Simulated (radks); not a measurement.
Ionisation of neutral aluminium, [Ne] 3s2 3p1, to [Ne] 3s2 as the strength of local exchange is varied. Method: non-relativistic Kohn-Sham, Slater X-alpha exchange (alpha = 2/3 is LDA exchange), no correlation, spin-polarised, spherical densities, point nucleus; open shells are filled with parallel spins first; computed with a radial shooting solver on a logarithmic mesh with Libxc functionals.

alpha  E(Al) (hartree)  exchange (hartree)  IE (eV)  -e of the level emptied (eV)  <r> of it (bohr)
0.561       -237.75990           -13.71982    4.503                    1.789 (3p)             3.814
0.667       -240.36428           -16.46363    5.166                    2.347 (3p)             3.564
0.798       -243.61610           -19.92036    6.048                    3.123 (3p)             3.314
0.85        -244.91705           -21.31262    6.417                    3.455 (3p)             3.228
0.929       -246.90451           -23.44964    6.997                    3.986 (3p)             3.110
1.014       -249.05775           -25.77836    7.648                    4.591 (3p)             2.996

NIST Atomic Spectra Database: 5.986 eV (measured). The Delta-SCF value meets it near alpha = 0.79. Open shells are spherical and high-spin; term and fine-structure splittings are not resolved.
